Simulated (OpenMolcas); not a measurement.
# What dynamic correlation does to the levels of O+

```
Program             : OpenMolcas
Basis               : ANO-R3 [4s4p2d1f]
Scalar Hamiltonian  : X2C, finite nucleus
Active space        : 5 electrons in 4 orbitals (2s 2p)
State averaging     : 2S+1 = 4 odd, 1 root; 2S+1 = 2 odd, 8 roots; 2S+1 = 4 even, 3 roots; 2S+1 = 2 even, 9 roots
Spin-orbit coupling : state interaction with AMFI integrals over the reference wave functions, term energies averaged over their components
```

Methods on the same reference wave functions:
A. CASSCF
B. SS-CASPT2, IPEA 0.25 Eh, imaginary shift 0.1 Eh (closed shells correlated: 1s)

Energies in cm⁻¹ above 2s² 2p³ ⁴S°_3/2, the measured ground level; measured values from NIST Handbook of Basic Atomic Spectroscopic Data.

| Level | A | B | Measured |
| --- | --- | --- | --- |
| 2s² 2p³ ⁴S°_3/2 | 0.0 | 0.0 | 0.0 |
| 2s² 2p³ ²D°_3/2 | 30571 | 27490 | 26831 |
| 2s² 2p³ ²D°_5/2 | 30574 | 27500 | 26811 |
| 2s² 2p³ ²P°_3/2 | 41245 | 40910 | 40468 |
| 2s² 2p³ ²P°_1/2 | 41249 | 40910 | 40470 |
| 2s 2p⁴ ⁴P_5/2 | 121784 | 120420 | 119837 |
| 2s 2p⁴ ⁴P_3/2 | 121932 | 120570 | 120000 |
| 2s 2p⁴ ⁴P_1/2 | 122020 | 120660 | 120083 |
| 2s 2p⁴ ²D_3/2 | 179458 | 168560 | 165996 |
| 2s 2p⁴ ²D_5/2 | 179458 | 168560 | 165988 |
| 2s 2p⁴ ²S_1/2 | 209042 | 199980 | 195710 |
| 2s 2p⁴ ²P_3/2 | 233691 | 219510 | 212594 |
| 2s 2p⁴ ²P_1/2 | 233867 | 219690 | 212762 |

Deviations, from unrounded energies. A percentage is the sum of absolute deviations over the sum of measured energies, with the sign that they share, or ± where signs differ.

| Against measurement | Levels | A | B |
| --- | --- | --- | --- |
| mean absolute deviation (cm-1) | 12 | 8100 | 2300 |
| other terms of the ground configuration (%) | 4 | +6.7 | +1.7 |
| other configurations (%) | 8 | +6.7 | +1.9 |

B lies closest to measurement on these levels. The largest miss of B in the table is 2s 2p⁴ ²P_1/2, by +6900 cm-1. The ranking rests on the paired levels alone, and a cruder setting can come out closer through cancelling errors.

From A to B the spin-free energies of the other terms of 2s² 2p³ shown, above ⁴S°, scale by factors of 0.90 to 0.99.

The lowest spin-free term lies below A's lowest term by 0.121 hartree in B.

CASPT2 does not keep the components of a term degenerate, so their means are used; among the terms shown or strongly mixed into the levels shown the widest spread is 160 cm-1 (2s 2p⁴ ²D, B). Without dynamic correlation excited terms often stand tens of per cent too high (terms of higher spin than the ground term too low), and those without a measured partner can miss by more than the paired ones (holds for A). Measured partners are found by configuration, term and J. A level has none where our copy of the source lacks it or the pairing is in doubt (some pairs that miss far off the trend of their configuration count as doubtful), and it then counts in no deviation. Levels of configurations outside the active space are missing.

° marks odd parity.
